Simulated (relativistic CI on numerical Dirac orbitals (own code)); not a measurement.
Pr³⁺ (4f2) in a crystal field

Calculated by Dirac-Coulomb-Breit CI, separate exchange-only KLI orbitals for each configuration, model QED (radiative potential, 1s self-energy scaled to tabulated hydrogen-like ionisation energies), valence Slater integrals scaled by 0.7, one configuration in a parametric crystal field (own radial code).

Field parameters in Wybourne normalisation; cubic f-shell fields have B⁴₄ = √(5/14) B⁴₀ and B⁶₄ = −√(7/2) B⁶₀. The field is a parameter set, without covalency.

S is read from ⟨S²⟩ = S(S + 1).

Powder χT (cm³ K mol⁻¹) by Van Vleck's formula, with temperature-independent terms:

| Field | 2 K | 5 K | 10 K | 20 K | 50 K | 100 K | 200 K | 300 K |
| --- | --- | --- | --- | --- | --- | --- | --- | --- |
| C2v, B20 = 440, B22 = 90, B40 = 460, B42 = -140, B44 = 410, B60 = 600, B62 = 330, B64 = 480, B66 = 230 cm⁻¹ | 0.184 | 0.454 | 0.789 | 1.07 | 1.29 | 1.45 | 1.56 | 1.61 |
| D3d, B20 = 730, B40 = -630, B43 = -940, B60 = -250, B63 = 360, B66 = 140 cm⁻¹ | 1.01 | 1.04 | 1.08 | 1.16 | 1.3 | 1.43 | 1.54 | 1.59 |
| D3d, B20 = 1440, B40 = -940, B43 = 1900, B60 = 10, B63 = 60, B66 = -480 cm⁻¹ | 1.09 | 1.1 | 1.13 | 1.18 | 1.29 | 1.37 | 1.46 | 1.52 |
| D3h, B20 = 930, B40 = -860, B60 = 190, B66 = 190 cm⁻¹ | 0.109 | 0.278 | 0.612 | 1.05 | 1.36 | 1.48 | 1.58 | 1.62 |
| D4h, B20 = -760, B40 = 660, B44 = 960, B60 = 270, B64 = -900 cm⁻¹ | 0.0275 | 0.0687 | 0.137 | 0.275 | 0.663 | 1.07 | 1.39 | 1.52 |
| Oh, B40 = -2450, B60 = 200 cm⁻¹ | 1.01 | 1.02 | 1.03 | 1.05 | 1.1 | 1.18 | 1.33 | 1.45 |

(1) For D3d, B20 = 1440, B40 = -940, B43 = 1900, B60 = 10, B63 = 60, B66 = -480 cm⁻¹: what effective moment follows at 300 K?

Answers

(1) μ_eff = √(8χT) = 3.49 μB. The LS value g√(J(J + 1)) of the free ion's ³H4 level is 3.58 μB.
